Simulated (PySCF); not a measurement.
**Löwdin shares of the frontier orbitals**

C3H14Si3.
Geometry (PBE0-D3(BJ)/def2-SVP, Å), atoms numbered from 1 in this order:
```
atom  x, y, z in Å
Si1   -0.630    2.523   -0.389
C2    -1.071    0.824    0.321
C3    -0.579   -0.387   -0.490
Si4   -1.246   -1.992    0.281
C5     0.939   -0.408   -0.730
Si6    2.087   -0.456    0.776
H7    -1.023    2.587   -1.832
H8    -1.365    3.588    0.361
H9     0.834    2.813   -0.290
H10   -0.696    0.787    1.360
H11   -2.172    0.799    0.407
H12   -1.067   -0.344   -1.483
H13   -2.737   -2.008    0.155
H14   -0.687   -3.194   -0.415
H15   -0.900   -2.073    1.734
H16    1.243    0.474   -1.325
H17    1.211   -1.279   -1.352
H18    1.869   -1.698    1.579
H19    1.887    0.723    1.673
H20    3.502   -0.445    0.293
```

Method used: TDDFT PBE0/def2-SVPD, vertical, gas phase, core orbitals frozen in the response in PySCF 2.14.0, density-fitted response routines.

Frontier orbitals with the atoms that hold most of them (Löwdin shares over 4%, at most four atoms; ? is withheld):

| orbital | ε (eV) | atoms |
| --- | --- | --- |
| HOMO-3 | -9.26 | Si1 15%, Si6 12%, H20 11%, H9 10% |
| HOMO-2 | -9.25 | Si6 22%, H19 14%, H18 13%, Si4 9% |
| HOMO-1 | -8.75 | ? |
| HOMO | -7.79 | C3 24%, Si4 15%, C2 15%, Si1 10% |
| LUMO | 0.05 | ? |
| LUMO+1 | 0.60 | Si6 18%, Si1 15%, Si4 11%, H9 7% |
| LUMO+2 | 0.69 | Si1 15%, Si4 13%, Si6 9%, H9 7% |

Task: Which atoms hold the HOMO-1, and with what shares?

Result: C5 (bonded to C, Si and 2 H) 25%; Si6 (bonded to C and 3 H) 17%; C3 (bonded to 2 C, Si and H) 13%; C2 (bonded to C, Si and 2 H) 8%. By element: carbon 46%, silicon 17% or more.

Task: Give the leading atoms of the LUMO.

Result: Si4 (bonded to C and 3 H) 14%; Si1 (bonded to C and 3 H) 13%; Si6 (bonded to C and 3 H) 11%; C5 (bonded to C, Si and 2 H) 7%. By element: silicon 38%, carbon 7% or more.

Task: The HOMO–LUMO gap is 7.85 eV. Where does the response calculation put the lowest singlet, and from which orbitals?

Result: S1 is at 6.73 eV (f = 0.0007), 1.11 eV below the gap, made of HOMO→LUMO (97%). 

Task: Give energy, strength and leading configuration of S1, S2 and S5, and follow the Löwdin shares of the leading atoms from the occupied to the empty orbital.

Result: 
- S1 (6.73 eV, f 0.0007), HOMO→LUMO (97%): C3 24% → at most 7%, Si4 15% → 14%, Si1 10% → 13%
- S2 (7.36 eV, f 0.0044), HOMO→LUMO+1 (85%): C3 24% → at most 8%, Si4 15% → 11%, Si6 at most 11% → 18%, Si1 10% → 15%
- S5 (7.71 eV, f 0.0071), HOMO-1→LUMO (93%): C5 25% → 7%, Si6 17% → 11%, Si4 at most 9% → 14%, Si1 at most 9% → 13%

One conformer stands for the species.

Without π bonds the low states are Rydberg-like; a valence basis with one diffuse set may place them up to an eV too high.
